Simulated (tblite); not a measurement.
Compound: C6H12N2.
Numbering: `[CH3:1][CH2:2][C:3]1=[N:4][N:5]([CH3:6])[CH2:7][CH2:8]1` (hydrogens: H9, H10, H11 on C1; H12, H13 on C2; H14, H15, H16 on C6; H17, H18 on C7; H19, H20 on C8)

Computed with GFN2-xTB (tblite), gas phase: L-BFGS steps from a force-field or distance-geometry start until the largest atomic force falls under 0.01 eV/Å.

Step 35: E = -674.7042 eV
```
atom  x, y, z in Å  |  force x, y, z in eV/Å
C1      2.8332    0.4809    0.4369   -0.005   0.001  -0.006
C2      1.6604    1.1896   -0.2481    0.017  -0.018   0.004
C3      0.4113    0.3928   -0.1066    0.007  -0.016  -0.006
N4     -0.4447    0.5809    0.8164    0.010  -0.027  -0.025
N5     -1.4079   -0.3771    0.7879   -0.019  -0.019  -0.011
C6     -2.6993    0.0154    1.2776   -0.033   0.018  -0.003
C7     -1.3399   -1.1210   -0.4764    0.022   0.011  -0.021
C8      0.0676   -0.7980   -0.9874    0.024   0.020  -0.001
H9      3.7458    1.0649    0.3370   -0.030   0.003  -0.002
H10     2.6140    0.3494    1.4939    0.022  -0.005  -0.014
H11     2.9998   -0.4983   -0.0078    0.008   0.017   0.008
H12     1.8854    1.3272   -1.3092   -0.006   0.000   0.018
H13     1.5098    2.1687    0.2103    0.002  -0.036   0.003
H14    -3.2773    0.5787    0.5317   -0.017   0.020  -0.011
H15    -3.2668   -0.8709    1.5623    0.030  -0.022  -0.012
H16    -2.5459    0.6408    2.1532   -0.011   0.017   0.013
H17    -2.1082   -0.7589   -1.1767   -0.030  -0.015   0.041
H18    -1.5069   -2.1839   -0.2902    0.009   0.034   0.013
H19     0.1035   -0.5483   -2.0483   -0.016  -0.011   0.009
H20     0.7608   -1.6222   -0.8037    0.018   0.028   0.006
```

Step 36: E = -674.7047 eV
```
atom  x, y, z in Å  |  force x, y, z in eV/Å
C1      2.8356    0.4809    0.4372   -0.010   0.004  -0.013
C2      1.6610    1.1876   -0.2460   -0.013  -0.015   0.001
C3      0.4111    0.3913   -0.1040    0.011  -0.015  -0.019
N4     -0.4456    0.5780    0.8185    0.019  -0.022  -0.016
N5     -1.4098   -0.3792    0.7885   -0.001   0.004  -0.007
C6     -2.7009    0.0170    1.2767   -0.022   0.017  -0.009
C7     -1.3404   -1.1227   -0.4761    0.030   0.007  -0.017
C8      0.0667   -0.7967   -0.9882    0.013   0.010   0.001
H9      3.7455    1.0682    0.3355   -0.016   0.009   0.005
H10     2.6187    0.3473    1.4944    0.021  -0.006  -0.017
H11     3.0052   -0.4961   -0.0104    0.005   0.004   0.011
H12     1.8841    1.3255   -1.3074   -0.003  -0.003   0.017
H13     1.5099    2.1668    0.2114    0.004  -0.028   0.012
H14    -3.2763    0.5805    0.5297   -0.028   0.025  -0.025
H15    -3.2700   -0.8679    1.5614    0.020  -0.029  -0.005
H16    -2.5484    0.6445    2.1510   -0.003   0.006   0.013
H17    -2.1106   -0.7632   -1.1757   -0.023  -0.024   0.044
H18    -1.5016   -2.1863   -0.2881   -0.004   0.037   0.005
H19     0.0994   -0.5441   -2.0490   -0.007  -0.014   0.026
H20     0.7612   -1.6207   -0.8067    0.008   0.034  -0.007
```

**Question.** Estimate the geometry and energy of step 37. (The exact step hangs on the optimiser's Hessian estimate; all steps are aligned on step 36, rigid shifts and turns removed.)

**Answer.** E = -674.7051 eV, largest force 0.049 eV/Å
```
atom  x, y, z in Å  |  force x, y, z in eV/Å
C1      2.8377    0.4810    0.4372   -0.008   0.004  -0.016
C2      1.6614    1.1854   -0.2440   -0.034  -0.009  -0.001
C3      0.4113    0.3893   -0.1016    0.010  -0.009  -0.023
N4     -0.4461    0.5749    0.8204    0.021  -0.007   0.002
N5     -1.4117   -0.3809    0.7888    0.014   0.029  -0.002
C6     -2.7029    0.0188    1.2756   -0.005   0.011  -0.015
C7     -1.3402   -1.1241   -0.4760    0.023   0.003  -0.004
C8      0.0662   -0.7953   -0.9889   -0.003  -0.004  -0.001
H9      3.7449    1.0714    0.3343    0.000   0.015   0.008
H10     2.6234    0.3452    1.4944    0.017  -0.007  -0.013
H11     3.0103   -0.4941   -0.0126    0.005  -0.012   0.009
H12     1.8825    1.3237   -1.3056    0.001  -0.005   0.009
H13     1.5099    2.1645    0.2125    0.003  -0.015   0.022
H14    -3.2760    0.5827    0.5275   -0.032   0.023  -0.029
H15    -3.2726   -0.8655    1.5603    0.011  -0.025  -0.001
H16    -2.5506    0.6480    2.1492    0.002  -0.008   0.006
H17    -2.1131   -0.7677   -1.1741   -0.016  -0.027   0.038
H18    -1.4969   -2.1877   -0.2859   -0.013   0.026  -0.002
H19     0.0956   -0.5400   -2.0491    0.003  -0.014   0.026
H20     0.7619   -1.6189   -0.8098    0.004   0.031  -0.015
```

The energy changes by -0.0004 eV. The first-order estimate −F·Δx gives -0.0006 eV and the mean of the old and new forces, exact on a quadratic surface, -0.0004 eV. The step makes an angle of 75° with the force vector and moves no atom by more than 0.006 Å.
